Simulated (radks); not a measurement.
Q: These are the eigenvalues of the occupied orbitals of an atom or ion with whole-number occupations (hartree). All-electron calculation, Dirac Kohn-Sham, exchange-only PBE, spin-unpolarised, spherical densities, finite nucleus; Fermi nuclear charge, rms radius of each element as measured or else 0.836 A^(1/3) + 0.57 fm. Program: a radial shooting solver on a logarithmic mesh with Libxc functionals.

| orbital | eigenvalue |
|---|---|
| 1s1/2 | -3052.594 |
| 2s1/2 | -542.6636 |
| 2p1/2 | -520.9306 |
| 2p3/2 | -449.3547 |
| 3s1/2 | -130.6418 |
| 3p1/2 | -120.8142 |
| 3p3/2 | -104.9598 |
| 3d3/2 | -88.62767 |
| 3d5/2 | -85.22974 |
| 4s1/2 | -30.63559 |
| 4p1/2 | -26.41499 |
| 4p3/2 | -22.58505 |
| 4d3/2 | -15.67209 |
| 4d5/2 | -14.95780 |
| 5s1/2 | -6.75114 |
| 4f5/2 | -6.05904 |
| 4f7/2 | -5.90456 |
| 5p1/2 | -5.34087 |
| 5p3/2 | -4.64346 |
| 5d3/2 | -2.67016 |
| 5d5/2 | -2.58355 |

Which element is it, and in what charge state? The configuration may be excited. Open shells, if any, fill j = l - 1/2 first.

A: Z = 80, mercury, charge +5: Hg5+ in [Xe] 4f14 5d7. The list shows which subshells hold electrons but not how many an open one holds; the 1s level, -3052.6 hartree, gives Z - s = 78.1 by -(Z - s)^2/2, which with screening and relativity narrows Z to a few neighbours, and the depths of the outer levels then fix element, charge and occupations together.
